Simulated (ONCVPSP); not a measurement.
## Os: ONCV pseudisation with PBE, scalar-relativistic reference atom.

```json
{"Element": "osmium", "Generator": "ONCVPSP 4.0.1", "Type": "optimised norm-conserving Vanderbilt (ONCV)", "Functional": "PBE", "Relativity": "scalar-relativistic", "Frozen core": "[Kr] 4d10 4f14", "Valence charge": "16", "Reference configuration": "5s2 5p6 5d6 6s1.5 6p0.5", "Partial waves": "5s+6s: rc 1.80 bohr, ncon 4, nbas 9, qcut 5.2 1/bohr, 2 projectors; 5p+6p: rc 2.30 bohr, ncon 4, nbas 8, qcut 5.6 1/bohr, 2 projectors; 5d: rc 1.95 bohr, ncon 4, nbas 9, qcut 8.5 1/bohr, 2 projectors, debl 1.8 Ha", "Local potential": "polynomial inside 1.35 bohr (lpopt 3, dvloc0 0 Ha)", "Core correction": "none"}
```

Poles of the logarithmic derivatives, all-electron (AE) and pseudo (PS). s: poles at -3.2, 4.6 (AE) and -3.2, 4.1 (PS) Ha. p: poles at -1.8, 2.7 (AE) and -1.8, 2.7 (PS) Ha. d: poles at 0.6 (AE) and 0.6 (PS) Ha. Test radii: s 1.82, p 2.33, d 1.98 bohr.

* Cutoffs needed: 18 Ha and 28 Ha (the cutoffs (Ha) at which the residual kinetic energy of the hardest occupied pseudo-wave falls to 1 and 0.1 mHa per electron)
* Ghost test: no bound ghost flagged; no localised positive-energy state flagged
* Largest excitation error: -13 meV (all-electron minus pseudo) for 5s2 5p6 5d6 6s0 6p0, out of 4 test configurations
